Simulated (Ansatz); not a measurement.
C$_{6}$H$_{16}$F$_{2}$GeN$_{2}$, SMILES `CC(C)[NH][Ge]([F])([F])[NH]C(C)C`. Charge 0, multiplicity 1. The geometry is a stationary point of PBE0-D4/def2-TZVP. It is one conformer, not always the lowest.

```xyz
27

C    -0.062    1.270    3.058
C    -0.347    1.285    1.563
C    -1.005    2.585    1.131
N    -1.172    0.157    1.137
Ge   -0.471   -1.451    0.786
F    -1.838   -2.462    0.454
F     0.305   -2.263    2.105
N     0.783   -1.357   -0.488
C     0.498   -0.819   -1.815
C    -0.127   -1.851   -2.743
C     1.768   -0.231   -2.406
H     0.584    2.105    3.344
H     0.427    0.339    3.354
H    -0.994    1.358    3.625
H     0.605    1.189    1.029
H    -1.973    2.706    1.627
H    -1.173    2.595    0.053
H    -0.385    3.444    1.399
H    -2.088    0.142    1.565
H     1.446   -2.120   -0.493
H    -0.221   -0.004   -1.670
H    -1.048   -2.254   -2.317
H    -0.360   -1.414   -3.718
H     0.563   -2.685   -2.906
H     2.523   -1.012   -2.544
H     1.574    0.218   -3.383
H     2.187    0.530   -1.746
```

Q: What is the dipole moment at r2SCAN/def2-TZVPP? (Estimate.)

A: Computed: 3.03 D, with components (0.83, 2.56, -1.39) D in this frame, pointing from negative to positive charge.

Q: And with PBE, B3LYP, ωB97M-V? (Estimate.)

A: The calculation gave: PBE 2.96 D, B3LYP 3.04 D, ωB97M-V 2.98 D.

Q: Give the Mulliken charges with r2SCAN, B3LYP, PBE in def2-TZVPP. (Estimate.)

A: Computed: 
```
atom  r2SCAN  B3LYP    PBE
  C1   -0.16  -0.25  -0.25
  C2    0.21   0.11   0.12
  C3   -0.15  -0.25  -0.25
  N4   -0.34  -0.30  -0.26
 Ge5    0.84   0.86   0.70
  F6   -0.37  -0.38  -0.33
  F7   -0.37  -0.38  -0.33
  N8   -0.34  -0.30  -0.26
  C9    0.21   0.11   0.12
 C10   -0.16  -0.25  -0.25
 C11   -0.15  -0.25  -0.25
 H12    0.04   0.07   0.07
 H13    0.06   0.09   0.09
 H14    0.03   0.06   0.06
 H15    0.00   0.05   0.05
 H16    0.04   0.07   0.07
 H17    0.05   0.09   0.09
 H18    0.04   0.07   0.07
 H19    0.13   0.12   0.13
 H20    0.13   0.12   0.13
 H21    0.00   0.05   0.05
 H22    0.06   0.09   0.09
 H23    0.04   0.07   0.07
 H24    0.03   0.06   0.06
 H25    0.04   0.07   0.07
 H26    0.04   0.07   0.07
 H27    0.05   0.09   0.09
```

B3LYP here is the variant with VWN-RPA as its local correlation; programs differ in this.
